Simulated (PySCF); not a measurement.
# Fractional electron number in Zn⁺ (zinc, charge +1)

The 4s alpha orbital of [Ar] 3d10 4s1 is emptied in steps (occupation f), with all orbitals relaxed, ending at [Ar] 3d10. Calculation: PySCF 2.14, in aug-cc-pVTZ-PP with ECP10MDF (6s6p5d3f2g, 88 functions); a scalar-relativistic core potential. The exact energy is a straight line in f; departures are measured from the line between the end points of the same method.

Task: Among BHandHLYP, wB97X, TPSS, which shows the largest delocalisation error (convex curve), and which is closest to linear?

Result: Most convex: TPSS (-0.965 eV at f = 0.4); closest to linear: wB97X (-0.124 eV).

```json
{"f": "1", "BHandHLYP (eV)": "0.000", "wB97X (eV)": "0.000", "TPSS (eV)": "0.000"}
{"f": "0.8", "BHandHLYP (eV)": "-0.344", "wB97X (eV)": "-0.101", "TPSS (eV)": "-0.636"}
{"f": "0.6", "BHandHLYP (eV)": "-0.518", "wB97X (eV)": "-0.140", "TPSS (eV)": "-0.958"}
{"f": "0.4", "BHandHLYP (eV)": "-0.521", "wB97X (eV)": "-0.124", "TPSS (eV)": "-0.965"}
{"f": "0.2", "BHandHLYP (eV)": "-0.351", "wB97X (eV)": "-0.070", "TPSS (eV)": "-0.651"}
{"f": "0", "BHandHLYP (eV)": "0.000", "wB97X (eV)": "0.000", "TPSS (eV)": "0.000"}
```

```tsv
method	E(f=0) − E(f=1) (eV)	−ε at f=1 (eV)	−ε at f=0.4 (eV)
BHandHLYP	18.134	15.996	18.550
wB97X	17.952	17.287	18.147
TPSS	18.338	14.374	19.097
```

Reference removal energy between the ground levels: 17.964 eV (measured; NIST Atomic Spectra Database, ionization energies).
